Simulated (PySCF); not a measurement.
# Polarisability and C₆ of Fe (iron, neutral)

[Ar] 3d6 4s2, high-spin 5D determinant. All numbers are calculated (PySCF 2.14, the non-relativistic Hamiltonian (point nucleus), in aug-cc-pVTZ (8s7p5d3f2g, 93 functions)). Coupled (time-dependent) response in atomic units; α is the mean over directions.

```tsv
method	mean α (bohr³)	α xx, yy, zz	C₆ (like pair)	S(−4)
UHF	85.70	84.48, 84.48, 88.14	822.7	7145
PBE	63.20	62.42, 62.42, 64.75	564.4	2267
PBE0	66.96	66.77, 66.77, 67.33	608.7	2571
```

S(−4) is the Cauchy moment in α(ω) = α(0) + S(−4) ω² + …

Reference α: 62 ± 4 bohr³ (recommended; Schwerdtfeger and Nagle, table of static dipole polarizabilities (2023 update)). Published C₆: 482.0 (Chu and Dalgarno (2004); Tang, Norbeck and Certain (1976)).

Hartree-Fock lies above the reference because it lacks correlation, which contracts the outer shell.

α(iu) at PBE:

```tsv
u (hartree)	α(iu) (bohr³)
0	63.20
0.0500	58.12
0.100	47.47
0.200	28.85
0.300	18.44
0.500	9.583
0.750	5.628
1.00	3.879
1.50	2.292
2.00	1.563
3.00	0.8896
5.00	0.4133
```

The components differ because the open shell of this determinant is not spherical; for a pure term their mean is the scalar polarisability.
